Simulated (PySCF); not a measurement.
## Relaxation of triplet WH4

All numbers come from UPBE0/[W def2-TZVP with ECP60, H def2-TZVP], scalar-relativistic core potentials, density fitting, no spin–orbit coupling, PySCF. A (50,194) grid was used.

A start displaced from a saddle point along its imaginary mode, with no symmetry imposed:

Coordinates in bohr (charge 0 multiplicity 3):
```
W     0.0081    0.0057   -0.0310
H    -1.1331    2.7620    1.1633
H    -0.6326   -2.7965    1.3536
H     2.8334   -0.8070    1.2917
H    -2.5486   -0.1929    1.8477
```

Q: What does it relax to?

A: It ends at Td with W–H 1.704 Å (×4); H–W–H 109.5° (×6) (after a last refinement on a finer grid). A frequency run shows a minimum. Other isomers or separated fragments may lie lower.

Q: How much energy is released, and in how many steps?

A: 69.4 kJ/mol in 32 steps.

Other spin states or occupations of the open shell can lie lower. With an element this heavy the missing spin–orbit coupling can shift these numbers.
